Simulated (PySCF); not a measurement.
## Excitation energy of Hg by level of theory

Hg [Xe] 4f14 5d10 6s2 (1S) → Hg [Xe] 4f14 5d10 6s1 7s1 (3S), as a difference of total energies. Calculation: PySCF 2.14, in aug-cc-pVTZ-PP with one added diffuse shell each of s, p, d, f, g type with ECP60MDF (7s7p6d4f3g, 113 functions); a scalar-relativistic core potential. Correlated levels: valence: 5s2 5p6 frozen. The calculations carry no spin-orbit coupling.

```json
{"method": "UHF", "excitation energy (cm⁻¹)": "48283"}
{"method": "LDA", "excitation energy (cm⁻¹)": "64657"}
{"method": "PBE", "excitation energy (cm⁻¹)": "61228"}
{"method": "PBE0", "excitation energy (cm⁻¹)": "59185"}
{"method": "r2SCAN", "excitation energy (cm⁻¹)": "61299"}
{"method": "wB97X-V", "excitation energy (cm⁻¹)": "59316"}
{"method": "M06", "excitation energy (cm⁻¹)": "60678"}
{"method": "B2PLYP", "excitation energy (cm⁻¹)": "61701"}
{"method": "MP2 (valence)", "excitation energy (cm⁻¹)": "62713"}
{"method": "SCS-MP2 (valence)", "excitation energy (cm⁻¹)": "62499"}
```

Errors of the correlated levels include the incompleteness of this basis and the frozen core.

For comparison: 62350 cm⁻¹ (measured; NIST levels).
